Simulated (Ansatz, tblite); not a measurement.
Removing and adding an electron: Zn8O8H22. Charge 0, multiplicity 1. Geometry: PBE-D4/def2-SVP. Ansatz, gas phase; energy differences of separate SCF runs; the oxidised species was run as a doublet alone; the reduced species was run as a doublet alone.

```xyz
38

Zn    3.710    0.693   -1.398
O     2.912   -0.473    1.697
O     1.485    0.135   -1.029
Zn    0.951   -1.556   -0.081
Zn    1.322    0.383    2.645
O    -0.021   -0.908    1.672
O    -0.535   -1.853   -1.445
Zn   -2.553   -2.557   -1.813
Zn   -1.922   -0.208    1.800
O    -3.210   -2.803    0.131
Zn    1.638    2.072   -0.478
O     0.830    1.981    1.382
O     0.043    2.892   -1.454
Zn   -1.528   -0.087   -1.919
Zn   -1.233    2.269    1.230
O    -1.943    0.717   -0.073
H     3.748    0.734   -2.966
H     4.401    0.182   -0.033
H     2.749   -1.403    1.388
H     3.515   -0.094    0.941
H     1.159    0.097   -1.951
H     1.935   -2.701    0.425
H     1.233    0.671    4.175
H     0.004   -1.732    2.198
H    -0.088   -2.254   -2.218
H    -2.617   -3.868   -2.663
H    -3.026   -0.913   -2.103
H    -3.039   -1.302    2.093
H    -3.070   -3.685    0.521
H    -3.100   -2.144    0.891
H     3.153    2.518   -0.692
H     1.142    2.765    1.878
H    -0.433    2.174   -1.978
H    -0.630    3.274   -0.823
H    -0.806    0.966   -2.877
H    -1.782    1.349    2.559
H    -1.520    3.686    0.570
H    -2.876    0.982   -0.203
```

The xTB rows come from tblite. Single mean-field runs in def2-TZVP are fitted with def2-universal-jkfit.

```csv
level,−HOMO (eV),vertical IE (eV),−LUMO (eV),vertical EA (eV),HOMO–LUMO gap (eV),IE − EA (eV),remarks
GFN1-xTB,10.14,11.91,4.81,3.03,5.33,8.88,–
GFN2-xTB,10.69,12.64,6.12,4.19,4.57,8.45,–
PBE-D4/def2-TZVP,6.17,–,1.94,0.49,4.23,–,HOMO above zero (-1 doublet)
PBE0-D4/def2-TZVP,7.33,8.90,1.10,0.12,6.22,8.78,HOMO above zero (-1 doublet)
r2SCAN0-D4/def2-TZVP,7.52,9.01,0.92,0.00,6.60,9.01,HOMO above zero (-1 doublet)
```

Relaxing the reduced species (PBE-D4/def2-SVP, loosely relaxed) changes its energy by -0.74 eV at PBE-D4/def2-TZVP, so the adiabatic electron affinity to this nearest minimum is 1.23 eV. On the way the bond Zn4–O6 breaks and the bond Zn9–O16 breaks and Zn4–Zn9 forms. At PBE0-D4/def2-TZVP it is 0.99 eV. The geometry of the relaxed charge -1 doublet is only loosely relaxed.  Run but left out: PBE-D4/def2-TZVP (charge +1 doublet: an occupied level 0.01 eV above an empty one).   A HOMO above zero means that the electron is unbound at that level or that self-interaction error raises the level; the energy of removing that electron tells which. Raw xTB energy differences between charge states are shifted by several eV; the methods need an empirical correction for them. Sets without diffuse functions give affinities that are too small. A negative affinity means that the extra electron isn't bound; its size then hangs on the basis.
